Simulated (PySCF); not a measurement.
Adding and removing an electron: LiTl

r²SCAN0; basis Li def2-SVP, Tl def2-SVP with ECP60; scalar-relativistic core potentials; PySCF 2.14. Neutral (UKS): singlet (closed shell), Re = 3.024 Å, ωe = 262 cm⁻¹, De = 0.80 eV, HOMO -3.51 eV, LUMO -1.45 eV.

LiTl⁺ (UKS): doublet (σ ↑), Re = 3.257 Å, ωe = 180 cm⁻¹. The energies at the minima are -180.01824 hartree for LiTl and -179.83989 for LiTl⁺.

**Question.** Work out the adiabatic ionisation energy, without and with harmonic zero-point energies (1 hartree = 27.2114 eV, 1 eV = 8065.5 cm⁻¹), and the change of the bond length.

**Answer.** At r²SCAN0: 0.17835 hartree = 4.853 eV between the minima; the zero-point term (180.0 − 262.0)/2 cm⁻¹ = -0.005 eV makes it 4.848 eV. Re changes by +23.3 pm against the neutral. Minus the HOMO energy is 3.51 eV, -1.34 eV from the value between the minima; self-interaction puts the Kohn–Sham level too high, less so with exact exchange. The electron leaves a σ orbital, and the longer bond of the ion fits a bonding orbital, or a change in how ionic the bond is.

Closed-shell solutions of metal pairs were not tested for spin polarisation, which can lower them a little. Spin–orbit coupling is left out, which matters for elements this heavy, above all for dissociation energies. States were picked by a PBE0 search and need not be the measured ground states.
